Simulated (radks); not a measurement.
Question: Species: Rh+. Configuration: [Kr] 4d8 (the NIST ground configuration). Method: Dirac Kohn-Sham, PBE, spin-unpolarised, spherical densities, point nucleus; open shells are shared between the two j in proportion to 2j + 1; speed of light set to 1370.36 atomic units (10 times the physical value, a model run); computed with a radial shooting solver on a logarithmic mesh with Libxc functionals. Some entries of the table are withheld. Estimate them.

| orbital | occ. | eigenvalue (hartree) | r(max) (bohr) |
|---|---|---|---|
| 1s1/2 | 2 | -822.6685 | 0.02239 |
| 2s1/2 | 2 | -117.2448 | 0.1246 |
| 2p1/2 | 2 | (1) | (2) |
| 2p3/2 | 4 | (3) | (4) |
| 3s1/2 | 2 | -21.08578 | 0.3629 |
| 3p1/2 | 2 | -17.70739 | 0.3497 |
| 3p3/2 | 4 | -17.69888 | 0.3498 |
| 3d3/2 | 4 | -11.47618 | (5) |
| 3d5/2 | 6 | -11.47437 | (6) |
| 4s1/2 | 2 | -3.10367 | (7) |
| 4p1/2 | 2 | -2.08142 | 0.9556 |
| 4p3/2 | 4 | -2.08009 | 0.9558 |
| 4d3/2 | 3.2 | -0.50643 | 1.138 |
| 4d5/2 | 4.8 | -0.50628 | 1.139 |

Answer: 
(1) 2p1/2 eigenvalue (hartree): -108.7131
(2) 2p1/2 r(max) (bohr): 0.09785
(3) 2p3/2 eigenvalue (hartree): -108.6633
(4) 2p3/2 r(max) (bohr): 0.09789
(5) 3d3/2 r(max) (bohr): 0.2917
(6) 3d5/2 r(max) (bohr): 0.2917
(7) 4s1/2 r(max) (bohr): 0.9073
